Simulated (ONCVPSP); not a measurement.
iron: variants of one ONCV potential

Base potential:

| Quantity | Value |
| --- | --- |
| Element | iron (Fe) |
| Generator | ONCVPSP 4.0.1 |
| Type | optimised norm-conserving Vanderbilt (ONCV) |
| Functional | PBE |
| Relativity | scalar-relativistic |
| Frozen core | [Ne] |
| Valence charge | 16 |
| Reference configuration | 3s2 3p6 3d6 4s1.5 (charge +0.5) |
| Partial waves | 3s+4s: rc 1.25 bohr, ncon 5, nbas 8, qcut 9.4 1/bohr, 3 projectors, debl 0.7 Ha; 3p: rc 0.85 bohr, ncon 5, nbas 9, qcut 11.2 1/bohr, 1 projector; 3d: rc 1.45 bohr, ncon 4, nbas 9, qcut 11 1/bohr, 1 projector |
| Local potential | polynomial inside 0.55 bohr (lpopt 5, dvloc0 0 Ha) |
| Core correction | Teter function, fcfact 5.75, rcfact 1.25 |

Cutoffs, loose and tight: the cutoffs (Ha) at which the residual kinetic energy of the hardest occupied pseudo-wave falls to 1 and 0.1 mHa per electron. They do not see the model core or the augmentation charge, which bear on the density cutoff. Test errors are all-electron minus pseudo excitation energies from the reference, over the configurations 3s2 3p6 3d6 4s2; 3s2 3p6 3d6 4s1; 3s2 3p6 3d6 4s0; 3s2 3p6 3d6 4s1 4p1. A dash means not determined; rows that change the core or the reference have their own tests.

A true bound ghost makes a file unfit for plane-wave use even where its test errors are small: the radial tests pick states by their node count and pass the ghost by.

```tsv
change	outcome	cutoff, loose	cutoff, tight	bound ghosts	GHOST(+) flags above zero	largest test error (meV)
base	generated	61 Ha	273 Ha	s	s	+13
d: qcut 11.2	generated	61 Ha	273 Ha	s	s	+13
p: nbas 8	generated	66 Ha	220 Ha	s	s	+12
reference 3s2 3p6 3d6 4s2	generated	61 Ha	273 Ha	s	s	-7.5
core correction Teter function, fcfact 5.75, rcfact 1.96	generated	61 Ha	273 Ha	s	s	+13
functional PBEsol	generated	60 Ha	271 Ha	s	s	+13
s: debl 0.65	generated	61 Ha	273 Ha	s	s	+13
core correction none	generated	61 Ha	273 Ha	s	s	+13
local potential polynomial inside 0.75 bohr (lpopt 1, dvloc0 2 Ha)	generated	61 Ha	273 Ha	s	s	+8.5
```

Question: What comes out with this change to the base: p: nproj 3?

Answer: outcome: generated, projector energies reset by the program; cutoff, loose: 61 Ha; cutoff, tight: 273 Ha; bound ghosts: s, p; GHOST(+) flags above zero: s; largest test error (meV): +1.3.

Question: What comes out with this change to the base: all radii but the core radius scaled by about 0.85 (s 1.06, p 0.72, d 1.22 bohr); local potential polynomial inside 0.46 bohr (lpopt 5, dvloc0 0 Ha)?

Answer: outcome: generated; cutoff, loose: 66 Ha; cutoff, tight: 179 Ha; bound ghosts: none; GHOST(+) flags above zero: s; largest test error (meV): +15.
